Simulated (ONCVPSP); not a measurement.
# Fe (Z = 26): excitation energies, all-electron against ONCV

* Element: Fe
* Generator: ONCVPSP 4.0.1
* Type: optimised norm-conserving Vanderbilt (ONCV)
* Functional: PBE
* Relativity: scalar-relativistic
* Frozen core: [Ne] 3s2
* Valence charge: 14
* Reference configuration: 3p6 3d6 4s2
* Partial waves: 4s: rc 2.35 bohr, ncon 5, nbas 10, qcut 2.3 1/bohr, 3 projectors, debl 0.6 Ha; 3p: rc 1.35 bohr, ncon 4, nbas 7, qcut 9.1 1/bohr, 1 projector; 3d: rc 1.55 bohr, ncon 4, nbas 8, qcut 12.4 1/bohr, 2 projectors, debl 3.8 Ha
* Local potential: polynomial inside 1.15 bohr (lpopt 5, dvloc0 4 Ha)
* Core correction: Teter function, fcfact 2.25, rcfact 1.55

Energies are relative to the spin-unpolarised reference configuration 3p6 3d6 4s2; without spin polarisation the order of configurations can differ from experiment.

```tsv
valence configuration	charge	ΔE all-electron (eV)	error AE − PS (meV)
3p6 3d6 4s1	+1	8.729	-3.4
3p6 3d5 4s0	+3	59.155	+77
```

**Question.** What are ΔE and the potential's error for 3p6 3d6 4s1 4p1?

**Answer.** ΔE = 4.105 eV all-electron; the error (AE − PS) is -26 meV.

**Question.** What are ΔE and the potential's error for 3p6 3d6 4s0?

**Answer.** ΔE = 24.932 eV all-electron; the error (AE − PS) is -14 meV.

Levels in the configuration 3p6 3d6 4s1 4p1:

| level | all-electron (eV) | pseudo (eV) |
| --- | --- | --- |
| 3p | -61.789 | -61.760 |
| 3d | -9.189 | -9.193 |
| 4s | -6.360 | -6.384 |
| 4p | -2.121 | -2.110 |

Note: ghosts flagged at negative energy: s at -560.6 eV; GHOST(+) flagged for s at 54.2 eV. A true bound ghost makes a file unfit for plane-wave use.
